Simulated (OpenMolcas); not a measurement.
Ag2+ in a point-charge field

Ag2+ among 6 point charges of -1.7 e arranged as a tetragonal octahedron (D4h), 2.04 Å from the ion, with the axial distance 2.387 Å.

```yaml
Program: OpenMolcas
Method: CASSCF
Basis: ANO-RCC-VDZP [6s5p3d1f]
Scalar_Hamiltonian: DKH2, point nucleus
Active_space: 9 electrons in 5 orbitals (4d)
State_averaging: 2S+1 = 2 even, 5 roots
Spin-orbit_coupling: RASSI with atomic mean-field integrals over the reference wave functions
```

The lowest spin-free states (labels of D4, the rotations of D4h), above the lowest:

| State | Degeneracy | E (cm-1) | Free-ion L (%) |
| --- | --- | --- | --- |
| 2B1 | 1 | 0.0 | D (100) |
| 2B2 | 1 | 6260 | D (100) |
| 2A1 | 1 | 6548 | D (100) |
| 2E | 2 | 9497 | D (100) |

The lowest levels with spin-orbit coupling:

| E (cm-1) | Degeneracy | Label | 2S+1 | g |
| --- | --- | --- | --- | --- |
| 0.0 | 2 | E3/2 | 2 | 2.10 2.10 3.81 |
| 6143 | 2 | E1/2 | 2 | 1.65 3.50 3.50 |
| 6521 | 2 | E3/2 | 2 | 0.54 2.38 2.38 |
| 10192 | 2 | E3/2 | 2 | 0.28 0.28 3.28 |
| 12023 | 2 | E1/2 | 2 | 0.35 1.50 1.50 |

Powder χT (cm3 K/mol): 0.731 at 2 K, 0.732 at 10 K, 0.737 at 50 K, 0.744 at 100 K, 0.757 at 200 K, 0.771 at 300 K. The effective moment at 300 K is 2.828 √(χT) = 2.48 μB.

The lowest level has 2S+1 = 2, for which the spin-only value is χT = S(S+1) / 2 = 0.375 cm3 K/mol (g = 2). The computed 0.771 at 300 K differs by +0.396, through orbital momentum, spin-orbit coupling and any other state in reach.

Point charges carry no covalency, so the field is a model and not that of real ligands. No measured value stands beside these numbers.
